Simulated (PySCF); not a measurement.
Computed structure and properties of EuO(OH)

System: EuO(OH) (singlet in the valence; each metal's 4f electrons, 6 of them, lie in its core potential, out of spins and levels); start: template (C1). Method: PySCF 2.14.0, RKS PBE0, Eu lcecp-1-SVP with ECP52, O def2-SVP, H def2-SVP; non-relativistic Hamiltonian with scalar-relativistic core potentials where named; density fitting; no spin-orbit coupling.

Input of the relaxation:

```python
mol = gto.M(atom='''
Eu     0.04334    -0.00049    -0.14664
O      1.72184    -0.00049     0.60456
O     -1.95266    -0.00049     0.74666
H     -2.91226     0.09011     0.80566''',
    basis={'Eu': 'lcecp-1-SVP', 'O': 'def2-SVP', 'H': 'def2-SVP'},
    ecp={'Eu': 'lcecp-1-SVP'},
    charge=0, spin=0)
mf = dft.RKS(mol, xc='PBE0')
mf.grids.atom_grid = (50, 194)  # f atoms: unpruned, at least (60, 302)
mf = mf.density_fit()  # fitting sets: Eu AutoAux, O def2-universal-JKFIT, H def2-universal-JKFIT
mf.conv_tol = 1e-08; mf.max_cycle = 55
mf.kernel(dm0)  # dm0: converged density of the start geometry
# quasi-Newton relaxation in Cartesian coordinates to a largest gradient under 0.00045 Eh/bohr, steps kept in the point group
```

Run from Python with OMP_NUM_THREADS=2; the lines above give its settings. Where DIIS fails, smearing, a level shift and second-order steps follow.
It took 32 s on 2 threads of Arm Neoverse V2, on a shared host, from the converged density of the start.

Course of the relaxation:

```
step  energy above end (eV)  largest force component within the symmetry (eV/Å)
   0                 0.3839                                               1.393
   1                 0.2909                                               0.436
   2                 0.1973                                               1.360
   3                 0.1905                                               1.644
   4                 0.1464                                               0.533
   5                 0.1293                                               0.526
   6                 0.1064                                               0.420
   7                 0.0831                                               0.648
  13                 0.0014                                               0.241
  14                 0.0004                                               0.025
  15                 0.0003                                               0.048
  16                 0.0002                                               0.051
  17                 0.0000                                               0.028
  18                 0.0000                                               0.010
```
(The steps between are left out.)

Relaxed geometry (Cs):

```xyz
4

Eu   -0.0070   -0.0475   -0.4384
O     1.2499    0.0363    0.9225
O    -1.9498    0.0184    0.3382
H    -2.3929    0.0813    1.1879
```

```csv
contact,Å
Eu1–O2 (O),1.854
Eu1–O3 (OH),2.093
```

On the finer grid (75, 302):

The HOMO is -6.27 eV and the LUMO is -1.92 eV. The dipole about the centre of mass is 6.09 D, the set of Mulliken populations of Eu1 outside the core potential is s 2.13, p 6.23, d 1.75, f 0.10 and the D3(BJ) dispersion energy (not in the energies) is -0.042 eV.

```json
{"atom": "Eu1", "Mulliken (e)": "0.79", "Löwdin (e)": "0.61", "spin (e)": "0.00"}
{"atom": "O2", "Mulliken (e)": "-0.45", "Löwdin (e)": "-0.39", "spin (e)": "0.00"}
{"atom": "O3", "Mulliken (e)": "-0.53", "Löwdin (e)": "-0.30", "spin (e)": "0.00"}
{"atom": "H4", "Mulliken (e)": "0.19", "Löwdin (e)": "0.08", "spin (e)": "0.00"}
```

The 4f levels lie in the core potential and are missing. Their spin isn't counted.

On the grid (50, 194), as all that follows. Harmonic modes: a minimum; lowest 153 cm⁻¹ (negative: unstable), highest 3954 cm⁻¹, zero-point energy 0.398 eV.

Rigid scan of O along the line from its metal:

| distance to O2 (Å) | energy (eV) |
| --- | --- |
| 1.55 | 2.492 |
| 1.65 | 0.949 |
| 1.75 | 0.204 |
| 1.85 | 0.000 |
| 1.95 | 0.155 |
| 2.05 | 0.539 |
| 2.15 | 1.061 |
| 2.30 | 1.974 |

Taking off one OH (charge -1, singlet; the rest: singlet) in vacuum, both parts rigid, costs 10.89 eV; the small basis without counterpoise inflates it. Most of it is the attraction of opposite charges; other ways to part are cheaper, and one spin state was tried for the rest.

Rigid scan of OH along the line from its metal:

```tsv
distance to O3 (Å)	energy (eV)
1.79	1.288
1.89	0.492
1.99	0.106
2.09	0.000
2.19	0.080
2.29	0.280
2.49	0.872
2.79	1.893
3.19	3.106
3.69	4.180
```

One start shape was tried, so this needn't be the lowest isomer.

An lcecp potential fixes the number of 4f electrons, so in runs with it no electron can move into or out of that shell.
